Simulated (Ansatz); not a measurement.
`NC(=O)[SiH](F)Cl` + `CC(F)C=N` → `C[C@H](F)[Si@H](F)Cl` + `N=CC(N)=O`  (formal exchange of groups at the Si–C bond)

Program: Ansatz. Geometries: PBE0-D4/def2-TZVP. ΔE: electronic, gas phase. CBS: MP2 limit from def2 TZ/QZ plus the TZ coupled-cluster correction, frozen cores. DFT in def2-TZVPP. Each species was taken in one conformer, which may not be the lowest.

| level | ΔE (eV) |
| --- | --- |
| r2SCAN | -0.11 |
| SCS-MP2/def2-TZVPP | -0.12 |
| MP2/CBS(def2) | -0.11 |
| CCSD/CBS(def2) | -0.12 |

Task: What does CCSD(T)/CBS give? (Best estimate.)

Result: The calculation gave: -0.11 eV. The listed levels differ from it by 0.00, -0.01, 0.00, -0.01 eV.

Largest T1 diagnostic among the species: 0.015.

In def2-TZVPP, CCSD(T) changes the Hartree–Fock value by +0.04 eV (the triples alone add +0.01 eV) and MP2 by +0.04 eV. From PBE to PBE0 (25 % exact exchange), in def2-TZVPP and without D4, ΔE moves by −0.03 eV.
